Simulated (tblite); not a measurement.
Compound: C4H8O2SSi.
Atom-mapped SMILES: `[CH2:1]=[CH:2][Si@@H:3]([O:4][CH:5]=[O:6])[S:7][CH3:8]` (hydrogens: H9, H10 on C1; H11 on C2; H12 on Si3; H13 on C5; H14, H15, H16 on C8)

Computed with GFN2-xTB (tblite), gas phase: L-BFGS steps from a force-field or distance-geometry start until the largest atomic force falls under 0.01 eV/Å.

Step 10: E = -701.3005 eV
```
atom  x, y, z in Å  |  force x, y, z in eV/Å
C1     -0.8877    2.1961   -0.5790    0.016  -0.003   0.035
C2     -0.1732    1.1356   -0.9290   -0.002  -0.034   0.077
Si3    -0.1485   -0.5057    0.0176   -0.079   0.036  -0.020
O4     -1.4720   -1.4537   -0.3954    0.108   0.148   0.088
C5     -2.6773   -1.2208    0.0616   -0.071   0.065  -0.022
O6     -2.9942   -0.3486    0.8137    0.190   0.005  -0.057
S7      1.5115   -1.6531   -0.6838   -0.058  -0.046  -0.005
C8      2.8617   -0.7026    0.0900   -0.011  -0.030   0.001
H9     -1.5394    2.1782    0.2766   -0.032   0.024   0.054
H10    -0.8470    3.1223   -1.1311   -0.055  -0.010  -0.032
H11     0.4590    1.2228   -1.8098    0.006  -0.095   0.075
H12    -0.0957   -0.4143    1.4774   -0.003   0.045  -0.132
H13    -3.4027   -1.9442   -0.3459    0.052  -0.091  -0.050
H14     2.8707    0.3252   -0.2562   -0.071  -0.028  -0.086
H15     3.7814   -1.2022   -0.1937    0.012   0.032  -0.002
H16     2.7458   -0.7259    1.1661   -0.002  -0.017   0.076
```

Step 11: E = -701.3047 eV
```
atom  x, y, z in Å  |  force x, y, z in eV/Å
C1     -0.8879    2.1978   -0.5766    0.014  -0.028   0.018
C2     -0.1701    1.1389   -0.9268   -0.030  -0.015   0.061
Si3    -0.1506   -0.5009    0.0200    0.035   0.038  -0.031
O4     -1.4624   -1.4546   -0.3927   -0.004   0.114   0.066
C5     -2.6698   -1.2206    0.0611    0.028   0.053  -0.075
O6     -2.9865   -0.3466    0.8091    0.156   0.076   0.011
S7      1.5032   -1.6567   -0.6781   -0.018  -0.054  -0.011
C8      2.8567   -0.7056    0.0898   -0.046  -0.012   0.024
H9     -1.5407    2.1785    0.2795    0.001   0.028   0.024
H10    -0.8520    3.1212   -1.1335   -0.055   0.003  -0.019
H11     0.4596    1.2230   -1.8113   -0.016  -0.085   0.118
H12    -0.0969   -0.4165    1.4770   -0.003   0.067  -0.072
H13    -3.3902   -1.9417   -0.3484   -0.032  -0.163  -0.076
H14     2.8612    0.3204   -0.2615   -0.069  -0.016  -0.067
H15     3.7770   -1.2010   -0.1958    0.025   0.004  -0.001
H16     2.7418   -0.7265    1.1673    0.013  -0.010   0.031
```

Step 12: E = -701.3084 eV
```
atom  x, y, z in Å  |  force x, y, z in eV/Å
C1     -0.8879    2.1991   -0.5741   -0.004  -0.026   0.006
C2     -0.1678    1.1415   -0.9237   -0.046   0.011   0.038
Si3    -0.1517   -0.4960    0.0217    0.133   0.024  -0.028
O4     -1.4536   -1.4532   -0.3892   -0.090   0.038  -0.001
C5     -2.6631   -1.2194    0.0592    0.089   0.027  -0.094
O6     -2.9764   -0.3435    0.8050    0.084   0.114   0.048
S7      1.4955   -1.6611   -0.6733    0.023  -0.052  -0.008
C8      2.8515   -0.7085    0.0900   -0.060  -0.001   0.029
H9     -1.5417    2.1793    0.2825    0.029   0.031  -0.001
H10    -0.8575    3.1201   -1.1359   -0.050   0.002  -0.003
H11     0.4599    1.2215   -1.8104   -0.024  -0.067   0.130
H12    -0.0981   -0.4171    1.4753    0.003   0.086   0.002
H13    -3.3795   -1.9425   -0.3520   -0.060  -0.156  -0.065
H14     2.8513    0.3157   -0.2674   -0.065  -0.018  -0.040
H15     3.7733   -1.1998   -0.1977    0.018  -0.012   0.005
H16     2.7384   -0.7271    1.1691    0.022  -0.002  -0.019
```

Q: Estimate the geometry and energy of step 13. (The exact step hangs on the optimiser's Hessian estimate; all steps are aligned on step 12, rigid shifts and turns removed.)

A: E = -701.3115 eV, largest force 0.158 eV/Å
```
atom  x, y, z in Å  |  force x, y, z in eV/Å
C1     -0.8883    2.2002   -0.5720   -0.027  -0.006  -0.003
C2     -0.1668    1.1435   -0.9203   -0.046   0.025   0.024
Si3    -0.1502   -0.4915    0.0229    0.157  -0.014  -0.012
O4     -1.4470   -1.4511   -0.3863   -0.101  -0.029  -0.078
C5     -2.6573   -1.2176    0.0564    0.084   0.006  -0.073
O6     -2.9657   -0.3394    0.8017    0.009   0.096   0.034
S7      1.4894   -1.6660   -0.6694    0.056  -0.050  -0.003
C8      2.8464   -0.7110    0.0903   -0.045   0.001   0.013
H9     -1.5419    2.1805    0.2851    0.039   0.031  -0.007
H10    -0.8631    3.1192   -1.1379   -0.043  -0.001   0.007
H11     0.4598    1.2191   -1.8073   -0.014  -0.044   0.107
H12    -0.0991   -0.4160    1.4740    0.012   0.098   0.060
H13    -3.3714   -1.9458   -0.3560   -0.040  -0.081  -0.021
H14     2.8416    0.3115   -0.2732   -0.060  -0.024  -0.013
H15     3.7701   -1.1989   -0.1992   -0.001  -0.014   0.013
H16     2.7359   -0.7277    1.1704    0.023   0.006  -0.050
```

The energy changes by -0.0031 eV. The first-order estimate −F·Δx gives -0.0043 eV and the mean of the old and new forces, exact on a quadratic surface, -0.0031 eV. The step makes an angle of 66° with the force vector and moves no atom by more than 0.012 Å.

What follows is the cost of the whole relaxation. The run took 0.54 s wall on one thread, Intel Xeon 6975P-C (x86_64), shared host with 192 logical CPUs at a one-minute load of 72.
